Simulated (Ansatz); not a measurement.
Reaction (cleavage of the Ge–B bond): `B[BH][GeH3]` + `[SiH3]N[SiH3]` → `[SiH3][N]([SiH3])[GeH3]` + `BB`

Calculated with Ansatz (gas phase, PBE0-D4/def2-TZVP geometries, no zero-point term in ΔE). CCSD(T)/CBS adds triple-zeta CCSD(T) − MP2 to the extrapolated MP2 energy (def2 sets, frozen cores). This one scheme is used for every species. DFT in def2-TZVPP. For Ge outer-core shells are correlated without core-valence functions, which leaves a few kJ/mol of doubt a bond. Scalar relativity is left out up to krypton.

| level | ΔE (kJ/mol) |
| --- | --- |
| PBE0 | 10.3 |
| CCSD(T)/def2-SVP | -13.5 |

**Question.** What does CCSD(T)/CBS give? (Estimate.)

**Answer.** The calculation gave: -6.3 kJ/mol. The listed levels differ from it by 16.6, -7.2 kJ/mol.

Largest T1 diagnostic among the species: 0.013.

Leaving LDA and LC-ωPBE aside and taking each functional with its dispersion term where it has one, the values, not all of them listed here, spread over 23.4 kJ/mol, from BHLYP-D4 to PBE-D4. At CCSD(T), def2-SVP lies −7.2 kJ/mol from the extrapolated value and def2-TZVPP −2.8 kJ/mol. From BLYP to BHLYP (50 % exact exchange), in def2-TZVPP and without D4, ΔE moves by −14.8 kJ/mol.
